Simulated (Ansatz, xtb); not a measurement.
## Two isomers of C4H9Br

Structure X is `CC[C@@H](C)Br`, a singlet and structure Y is `CC(C)(C)Br`, a singlet. Both are isolated molecules in the gas phase, relaxed with B3LYP/def2-SVP, each in the lowest conformer that the search found.

X (Å):

```json
{"atom": "C", "x (Å)": "-0.8927", "y (Å)": "-0.6554", "z (Å)": "-1.8623"}
{"atom": "C", "x (Å)": "0.3060", "y (Å)": "0.0801", "z (Å)": "-1.2667"}
{"atom": "C", "x (Å)": "1.6754", "y (Å)": "-0.4874", "z (Å)": "-1.6295"}
{"atom": "C", "x (Å)": "2.8382", "y (Å)": "0.3605", "z (Å)": "-1.1394"}
{"atom": "Br", "x (Å)": "1.8800", "y (Å)": "-2.3416", "z (Å)": "-0.8977"}
{"atom": "H", "x (Å)": "-0.8393", "y (Å)": "-0.6827", "z (Å)": "-2.9635"}
{"atom": "H", "x (Å)": "-0.9411", "y (Å)": "-1.6943", "z (Å)": "-1.5028"}
{"atom": "H", "x (Å)": "-1.8342", "y (Å)": "-0.1553", "z (Å)": "-1.5862"}
{"atom": "H", "x (Å)": "0.3047", "y (Å)": "1.1286", "z (Å)": "-1.6210"}
{"atom": "H", "x (Å)": "0.2207", "y (Å)": "0.1292", "z (Å)": "-0.1674"}
{"atom": "H", "x (Å)": "1.7455", "y (Å)": "-0.6486", "z (Å)": "-2.7152"}
{"atom": "H", "x (Å)": "3.8060", "y (Å)": "-0.0833", "z (Å)": "-1.4128"}
{"atom": "H", "x (Å)": "2.8090", "y (Å)": "0.4797", "z (Å)": "-0.0452"}
{"atom": "H", "x (Å)": "2.7780", "y (Å)": "1.3640", "z (Å)": "-1.5956"}
```

Y (Å):

```yaml
atoms:
  - { symbol: C, position_ang: [-0.7065, 0.1736, 0.7366] }
  - { symbol: C, position_ang: [0.6371, -0.1307, 0.0796] }
  - { symbol: C, position_ang: [0.5424, -0.1196, -1.4437] }
  - { symbol: C, position_ang: [1.7423, 0.7906, 0.5887] }
  - { symbol: Br, position_ang: [1.1453, -2.0174, 0.6245] }
  - { symbol: H, position_ang: [-1.4866, -0.5242, 0.3991] }
  - { symbol: H, position_ang: [-0.6404, 0.1170, 1.8329] }
  - { symbol: H, position_ang: [-1.0191, 1.1970, 0.4634] }
  - { symbol: H, position_ang: [1.5030, -0.3854, -1.9086] }
  - { symbol: H, position_ang: [0.2660, 0.8948, -1.7815] }
  - { symbol: H, position_ang: [-0.2239, -0.8211, -1.8044] }
  - { symbol: H, position_ang: [1.8348, 0.7415, 1.6835] }
  - { symbol: H, position_ang: [1.5019, 1.8319, 0.3104] }
  - { symbol: H, position_ang: [2.7158, 0.5341, 0.1461] }
```

Energies in hartree; the thermal terms are from GFN2-xTB frequencies at re-optimised GFN2-xTB minima (ideal gas, soft modes damped towards free rotors, one conformer each, 298.15 K, 1 atm) and include the zero-point energy:

|  | X | Y |
| --- | --- | --- |
| E, CCSD(T)/def2-SVP | −2729.603836 | −2729.608577 |
| E, MP2/def2-SVP | −2729.523184 | −2729.528622 |
| E, MP2/def2-TZVPP | −2730.181166 | −2730.186404 |
| zero-point energy | 0.120797 | 0.120049 |
| H(298 K) − E | 0.128580 | 0.127944 |
| G(298 K) − E | 0.089284 | 0.090120 |

**Question.** Correct the CCSD(T) difference for the basis set by the MP2 change, then work out ΔE, ΔE₀, ΔH and ΔG for X → Y in kcal/mol (1 Eh = 627.51 kcal/mol) and the equilibrium ratio [Y]/[X].

**Answer.** 1. Differences Y − X: CCSD(T) −0.004741, MP2 in the small set −0.005438, MP2 in the large set −0.005238 Eh.
2. ΔE = −0.004741 + (−0.005238 − (−0.005438)) = −0.004541 Eh = −2.85 kcal/mol.
3. ΔE₀ = ΔE + ΔZPE = −0.004541 + (−0.000748) Eh = −3.32 kcal/mol.
4. ΔH = ΔE + (−0.000636) Eh = −3.25 kcal/mol.
5. ΔG = ΔE + (+0.000836) Eh = −2.32 kcal/mol, so ΔS = (ΔH − ΔG)/T = −13.0 J/(mol K).
6. kT = 0.9442 mEh, so K = [Y]/[X] = exp(−ΔG/kT) = exp(+3.92) ≈ 51.

Structure Y is favoured at this temperature. An error of 1 kcal/mol in ΔG would change K by a factor of 5.4. HF/STO-3G found them nearly level. Mirror images and further conformers aren't counted.

As drawn, both hold the same kinds of bond in the same numbers. Structure X has 2 methyl groups, Y 3.

Other levels gave ΔE = −2.6 (GFN2-xTB); +0.3 (HF/STO-3G, GFN2-xTB geometries); −2.8 (r2SCAN-D4/def2-SVP, GFN2-xTB geometries); −1.0 (B3LYP/def2-SVP); −1.3 (HF/def2-SVP); −3.4 (MP2/def2-SVP); −3.0 (CCSD(T)/def2-SVP) kcal/mol. The correlated steps freeze 13 core orbitals; the filled d shell of Br is correlated, in a basis made for valence electrons. Programs: Ansatz 0.2.0, xtb 6.7.1.
